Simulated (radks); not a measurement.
Species: Cr+. Configuration: [Ar] 3d5. Method: scalar-relativistic Kohn-Sham, Slater X-alpha with alpha = 0.573, spin-polarised, spherical densities, point nucleus; open shells are filled with parallel spins first; computed with a radial shooting solver on a logarithmic mesh with Libxc functionals.

Unscreened Slater integrals over Kohn-Sham orbitals (eV). They are taken over the spin-up orbitals.

integral    value
F0(3d,3d)  17.594
F2(3d,3d)  7.6669
F4(3d,3d)  4.6852
F0(3d,3p)  20.688
F2(3d,3p)  9.2653
G1(3d,3p)  11.484
G3(3d,3p)  6.8211
F0(3d,3s)  21.242
G2(3d,3s)  8.5384
F0(3d,2p)  25.970
F2(3d,2p)  4.1706
G1(3d,2p)  2.8975
G3(3d,2p)  1.6411
F0(3p,3p)  25.230
F2(3p,3p)  12.541
F0(3p,3s)  26.057
G1(3p,3s)  17.210
F0(3p,2p)  34.520
F2(3p,2p)  6.6687
G0(3p,2p)  2.6114
G2(3p,2p)  2.7157
F0(3s,3s)  26.972
F0(3s,2p)  36.016
G1(3s,2p)  2.9254
F0(2p,2p)  95.082
F2(2p,2p)  44.620

Derived for the open shells (J is the average intra-shell exchange parameter used in DFT+U). 3d: Racah B = F2/49 - 5 F4/441 = 0.1033 eV, C = 35 F4/441 = 0.3718 eV, C/B = 3.60, F4/F2 = 0.611, J = (F2 + F4)/14 = 0.8823 eV.
